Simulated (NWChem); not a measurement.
System: C$_{2}$H$_{4}$FNSi; SMILES N#C[C@@H](F)[SiH3]

The following NWChem deck was run.

```
start job
memory heap 200 mb stack 900 mb global 1100 mb
geometry units angstroms noautoz
  N      0.796092    -2.341100     0.169704
  C      0.224668    -1.372340    -0.104949
  C     -0.455271    -0.122602    -0.428743
  F     -1.667440    -0.045030     0.222207
  Si     0.602692     1.410767     0.067379
  H     -0.637331    -0.106247    -1.518838
  H      0.829096     1.368218     1.536780
  H     -0.179596     2.617852    -0.318117
  H      1.889447     1.351018    -0.681765
end
basis spherical
  * library def2-svp
end
dft
  xc xwpbe 0.80 cpbe96 1.0 hfexch 1.00
  cam 0.2 cam_alpha 0.2 cam_beta 0.8
  iterations 150
  mulliken
end
task dft energy
```

Parts of the log:

```
             Northwest Computational Chemistry Package (NWChem) 7.3.0
             --------------------------------------------------------

 C1  symmetry detected

                             Geometry "geometry" -> ""
                             -------------------------

 Output coordinates in angstroms (scale by  1.889725989 to convert to a.u.)

  No.       Tag          Charge          X              Y              Z
 ---- ---------------- ---------- -------------- -------------- --------------
    1 N                    7.0000     0.77858037    -2.33303430     0.17869039
    2 C                    6.0000     0.22136596    -1.35779195    -0.10214773
    3 C                    6.0000    -0.44063118    -0.10034900    -0.43320917
    4 F                    9.0000    -1.65990378    -0.00991024     0.20263841
    5 Si                  14.0000     0.62792608     1.42082388     0.07753706
    6 H                    1.0000    -0.60887241    -0.08109319    -1.52547495
    7 H                    1.0000     0.83547915     1.37457610     1.54960749
    8 H                    1.0000    -0.13610645     2.63679838    -0.31653932
    9 H                    1.0000     1.92319740     1.34746242    -0.65554916

 Effective nuclear repulsion energy (a.u.)     200.9380450578

  pbe96 is a nonlocal functional; adding pw91lda local functional.

                                 NWChem DFT Module
                                 -----------------

 Summary of "ao basis" -> "ao basis" (spherical)
 ------------------------------------------------------------------------------
       Tag                 Description            Shells   Functions and Types
 ---------------- ------------------------------  ------  ---------------------
 N                          def2-svp                 6       14   3s2p1d
 C                          def2-svp                 6       14   3s2p1d
 F                          def2-svp                 6       14   3s2p1d
 Si                         def2-svp                 8       18   4s3p1d
 H                          def2-svp                 3        5   2s1p

            General Information
            -------------------
          SCF calculation type: DFT
          Wavefunction type:  closed shell.
          No. of atoms     :     9
          No. of electrons :    46
           Alpha electrons :    23
            Beta electrons :    23
          Charge           :     0
          Spin multiplicity:     1
          Use of symmetry is: off; symmetry adaption is: off
          Maximum number of iterations: 150
          AO basis - number of functions:    94
                     number of shells:    44
          Convergence on energy requested:  1.00D-06
          Convergence on density requested:  1.00D-05
          Convergence on gradient requested:  5.00D-04

              XC Information
              --------------
                     Hartree-Fock (Exact) Exchange  1.000
                     LC-wPBE(h)Exchange Functional  0.800
            Perdew 1991 LDA Correlation Functional  1.000 local
           PerdewBurkeErnz. Correlation Functional  1.000 non-local

           Range-Separation Parameters
           ---------------------------
           Alpha           :  0.20
           Beta            :  0.80
           Gamma           :  0.20
           Short-Range HF  :     F

             Grid Information
             ----------------
          Grid used for XC integration:  medium
          Radial quadrature: Mura-Knowles
          Angular quadrature: Lebedev.
          Tag              B.-S. Rad. Rad. Pts. Rad. Cut. Ang. Pts.
          ---              ---------- --------- --------- ---------
          N                   0.65       49          12.0       434
          C                   0.70       49          11.0       434
          F                   0.50       49          10.0       434
          Si                  1.10       88           9.0       590
          H                   0.35       45          11.0       434
          Grid pruning is: on
          Number of quadrature shells:   464
          Spatial weights used:  Erf1

      Superposition of Atomic Density Guess
      -------------------------------------

 Sum of atomic energies:        -519.52197439

      Non-variational initial energy
      ------------------------------

 Total energy =    -521.441216
 1-e energy   =   -1115.578319
 2-e energy   =     393.199058
 HOMO         =      -0.336517
 LUMO         =      -0.003749

     ---------------------------------------------
      Total Density - Mulliken Population Analysis
     ---------------------------------------------

    Atom       Charge   Shell Charges
 -----------   ------   -------------------------------------------------------
    1 N    7     7.55   1.99  1.13  0.57  2.38  1.45  0.03
    2 C    6     5.70   1.99  0.99  0.25  1.66  0.75  0.06
    3 C    6     5.71   1.99  0.92  0.25  1.68  0.82  0.06
    4 F    9     9.42   1.99  1.14  0.78  3.44  2.06  0.00
    5 Si  14    13.54   2.00  1.99  1.01  0.28  5.94  1.13  1.07  0.12
    6 H    1     0.89   0.67  0.20  0.02
    7 H    1     1.07   0.70  0.36  0.01
    8 H    1     1.06   0.69  0.36  0.01
    9 H    1     1.06   0.69  0.36  0.01

   convergence    iter        energy       DeltaE   RMS-Dens  Diis-err
 ---------------- ----- ----------------- --------- --------- ---------
 d= 0,ls=0.0,diis     1   -521.9085006038 -7.23D+02  1.53D-02  1.06D+00
 d= 0,ls=0.0,diis     2   -521.8060501000  1.02D-01  8.24D-03  2.29D+00
 d= 0,ls=0.0,diis     3   -522.0433168011 -2.37D-01  1.45D-03  2.71D-02
 d= 0,ls=0.0,diis     4   -522.0455436979 -2.23D-03  7.31D-04  9.63D-03
 d= 0,ls=0.0,diis     5   -522.0464751937 -9.31D-04  1.66D-04  3.45D-04
  Resetting Diis
 d= 0,ls=0.0,diis     6   -522.0465077698 -3.26D-05  8.00D-05  2.82D-05
 d= 0,ls=0.0,diis     7   -522.0465116875 -3.92D-06  2.49D-05  1.91D-06
 d= 0,ls=0.0,diis     8   -522.0465118409 -1.53D-07  8.38D-06  1.40D-06

[...]
```

Level: LRC-wPBEh/def2-SVP. All runs use the structure optimised with PBE0/def2-SVP.
